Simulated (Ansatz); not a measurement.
C2H8OSi2 can be A, `O[Si@H]1C[C@@H]1[SiH3]`, or B, `C[SiH]1CO[SiH2]1`.

Computed with Ansatz on PBE0-D4/def2-TZVP structures; ΔE is electronic, products minus reactants. CBS: MP2 limit from def2 TZ/QZ plus the TZ coupled-cluster correction, frozen cores. Functionals use def2-TZVPP. B3LYP here is the variant with VWN-RPA as its local correlation; programs differ in this. Each species was taken in one conformer, which may not be the lowest.

A:

Z-matrix (Å, degrees):
```
Si
C 1 1.825
C 1 1.835 2 51.3
O 1 1.639 2 123.3 3 108.3
H 1 1.471 2 121.9 3 -106.0
H 2 1.087 1 121.5 3 106.3
H 2 1.087 1 120.0 3 -105.0
Si 3 1.848 1 121.9 2 -108.4
H 3 1.090 1 116.5 2 104.8
H 4 0.958 1 118.4 2 -29.0
H 8 1.490 3 109.0 1 27.0
H 8 1.488 3 111.0 1 -92.7
H 8 1.491 3 112.3 1 145.8
```

B:

```xyz
13

C     1.268    1.496    0.523
Si    0.701   -0.111   -0.250
C    -0.433   -1.220    0.846
O    -1.657   -1.224    0.076
Si   -1.368   -0.304   -1.294
H     1.727    2.145   -0.227
H     2.009    1.310    1.305
H     0.426    2.032    0.967
H     1.866   -0.839   -0.828
H    -0.631   -0.809    1.842
H    -0.079   -2.247    0.973
H    -1.540   -1.093   -2.546
H    -2.290    0.865   -1.386
```

Which isomer does CCSD(T)/CBS put lower? Give the gap. (Best estimate.)

The calculation gave: A, by 3.0 kJ/mol.

Give E(B) − E(A) in kJ/mol with ωB97M-V, PBE0-D4, B3LYP-D4, r2SCAN-D4, CCSD(T)/def2-TZVPP, PBE-D4, MP2/def2-TZVPP. (Estimate.)

Ansatz gave: ωB97M-V 2.6, PBE0-D4 -8.6, B3LYP-D4 -6.4, r2SCAN-D4 -1.4, CCSD(T)/def2-TZVPP 1.2, PBE-D4 -12.7, MP2/def2-TZVPP 12.9. The order is the other way round with PBE0-D4, B3LYP-D4, r2SCAN-D4, PBE-D4.

Largest T1 diagnostic: 0.012.

From PBE to PBE0 (25 % exact exchange), in def2-TZVPP and without D4, E(B) − E(A) moves by +4.1 kJ/mol.
